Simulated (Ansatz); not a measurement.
A CCSD(T) single point on C$_{2}$H$_{7}$AlOS.

```yaml
crystal:
  periodic: [false, false, false]
  atoms:
    - {symbol: C, position_ang: [-1.920874, -0.672368, 0.997772]}
    - {symbol: S, position_ang: [-1.257543, 0.364790, -0.327587]}
    - {symbol: C, position_ang: [0.407721, 0.567456, 0.101711]}
    - {symbol: O, position_ang: [1.304125, -0.645520, -0.303734]}
    - {symbol: Al, position_ang: [1.816817, 1.013001, -1.184492]}
    - {symbol: H, position_ang: [-1.430073, -1.644922, 1.032123]}
    - {symbol: H, position_ang: [-2.980791, -0.820197, 0.785786]}
    - {symbol: H, position_ang: [-1.819151, -0.169539, 1.960065]}
    - {symbol: H, position_ang: [0.576629, 0.671624, 1.171273]}
    - {symbol: H, position_ang: [0.752727, -1.228455, -0.842630]}
    - {symbol: H, position_ang: [1.432575, 0.945523, -2.720212]}
    - {symbol: H, position_ang: [3.194839, 1.563604, -0.636177]}
basis:
  gaussian: {orbitals: def2-TZVPP}
correlation: {method: ccsd_t}
```

```sh
$ ansatz run in.yaml --threads 4 --pin off --events-out ev --progress --plain --max-ram 10444MiB
```

The program prints (abridged):

```
Functional definition: HF
1617 factors; integrals over basis functions are off by at most 1.5e-3 eV
mean field evaluation 1: about -21606.9055 eV, gradient 3.6e1 eV
mean field evaluation 2: about -21607.2314 eV, gradient 3.6e1 eV
mean field evaluation 4: about -21610.6253 eV, gradient 4.9e0 eV
mean field evaluation 8: about -21610.7191 eV, gradient 3.6e-1 eV
mean field evaluation 16: about -21610.7201 eV, gradient 1.2e-6 eV
mean field -21610.72007073 eV, -794.1793143271 hartree, gradient 1.2e-6 eV, S^2 0.000000; 0 other end points of the search recorded, 0 dependent functions left out
13 core orbitals not correlated: weight in the atoms' cores, before any rotation towards them, 1.000 or more for the frozen orbitals, at most 0.000 for the correlated occupied ones
reference -21610.72007073 eV, -794.1793143271 hartree; 15, 15 occupied and 247, 247 virtual orbitals, 1617 factors
second order -23.20898565 eV of doubles, -0.00000000 eV of singles
cycle   1  -23.79392086 eV  change   -5.8e-1 eV  update   1.1e-1
cycle   2  -24.43862636 eV  change   -6.4e-1 eV  update   3.3e-2
cycle   3  -24.57291756 eV  change   -1.3e-1 eV  update   1.7e-2
cycle   4  -24.56163162 eV  change    1.1e-2 eV  update   4.1e-3
cycle   5  -24.56141847 eV  change    2.1e-4 eV  update   2.0e-3
cycle   6  -24.56176998 eV  change   -3.5e-4 eV  update   6.5e-4
cycle   7  -24.56137567 eV  change    3.9e-4 eV  update   2.8e-4
cycle   8  -24.56133470 eV  change    4.1e-5 eV  update   8.8e-5
cycle   9  -24.56136787 eV  change   -3.3e-5 eV  update   3.0e-5
perturbative correction -1.02910456 eV, -0.0378188951 hartree
Total energy: -21636.31054316 eV, -795.1197468432 hartree
```

Run time 3.4 min (4 threads of an Arm Neoverse V1 on a shared host); peak host memory 7.2 GiB.

The correlation energy is -25.590 eV, 4.0 % of it from (T); the T1 diagnostic reads 0.0125.
